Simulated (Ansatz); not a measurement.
Ansatz (a first-principles code) input (B3LYP-D3(BJ)/def2-TZVP):

Ansatz 0.2 input:
```yaml
crystal:
  periodic: [false, false, false]
  atoms:
    - {symbol: Y, position_ang: [0.34831540, -0.29648142, -0.63348082]}
    - {symbol: Br, position_ang: [-1.95631090, -1.31602945, -0.04795611]}
    - {symbol: Br, position_ang: [-0.08541486, 2.24826696, -0.77580651]}
    - {symbol: Br, position_ang: [1.75482714, -0.59555884, 1.51497014]}
basis:
  gaussian:
    orbitals: def2-TZVP
hamiltonian:
  xc: b3lyp
  dispersion: d3bj
total_charge: -1
magnetization: {spin_polarized: true, initial_magnetization: 1}
relax: {f_tol: 0.002, max_steps: 150}
```

End of the output:

```
relax step   5: F+E_penalty+E_count = -211193.88934153 eV  Δ(F+E_penalty+E_count) = -1.754e-2 eV  max|allowed force component| = 2.315e-2 eV/Å  Δτ_max = 0.2000 Å  (34 SCF iters, accepted)
these checks for a lower state are left out or cut short: starts, cluster_reference, orbital_swaps, neighbouring_geometries, increment
integrals: 0.21 GiB planned
1398 factors; integrals over basis functions are off by at most 1.7e-4 eV
mean field: 2.65 GiB planned
mean field -211193.61987185 eV, -7761.2223781135 hartree, gradient 7.6e-6 eV, S^2 0.750958; 0 other end points of the search recorded, 0 dependent functions left out
the calculation of the forces begins
reference -211193.62013563 eV, -7761.2223878072 hartree; 59, 58 occupied and 125, 126 virtual orbitals, 1398 factors
relax step   6: F+E_penalty+E_count = -211193.89082256 eV  Δ(F+E_penalty+E_count) = -1.481e-3 eV  max|allowed force component| = 5.360e-3 eV/Å  Δτ_max = 0.0652 Å  (35 SCF iters, accepted)
these checks for a lower state are left out or cut short: starts, cluster_reference, orbital_swaps, neighbouring_geometries, increment
integrals: 0.21 GiB planned
1398 factors; integrals over basis functions are off by at most 1.7e-4 eV
mean field: 2.65 GiB planned
mean field evaluation 64: about -211193.6200 eV, gradient 7.6e-4 eV
mean field -211193.61999586 eV, -7761.2223826708 hartree, gradient 1.7e-5 eV, S^2 0.750958; 0 other end points of the search recorded, 0 dependent functions left out
the calculation of the forces begins
reference -211193.62025967 eV, -7761.2223923654 hartree; 59, 58 occupied and 125, 126 virtual orbitals, 1398 factors
relax step   7: F+E_penalty+E_count = -211193.89091213 eV  Δ(F+E_penalty+E_count) = -8.957e-5 eV  max|allowed force component| = 9.609e-4 eV/Å  Δτ_max = 0.0205 Å  (36 SCF iters, accepted)
integrals: 0.21 GiB planned
1398 factors; integrals over basis functions are off by at most 1.7e-4 eV
mean field: 2.65 GiB planned
mean field -211193.61999586 eV, -7761.2223826708 hartree, gradient 1.7e-5 eV, S^2 0.750958; 3 other end points of the search recorded, 0 dependent functions left out
the calculation of the forces begins
reference -211193.62025967 eV, -7761.2223923654 hartree; 59, 58 occupied and 125, 126 virtual orbitals, 1398 factors
Total energy: -211193.89117593 eV, -7761.2323483545 hartree
Atom 0 at     0.015336     0.009979     0.014364 Å, force     0.000125     0.000119     0.000036 eV/Å
Atom 1 at    -2.108730    -1.620542    -0.303508 Å, force     0.000768     0.000581     0.000109 eV/Å
Atom 2 at     0.026514     2.449387    -1.134757 Å, force    -0.000051    -0.000961     0.000419 eV/Å
Atom 3 at     2.128297    -0.798627     1.481628 Å, force    -0.000842     0.000261    -0.000565 eV/Å
Dipole moment:    -0.000045    -0.000024     0.000010 e Å
```

The spin state was set by rule; other spins were not relaxed.
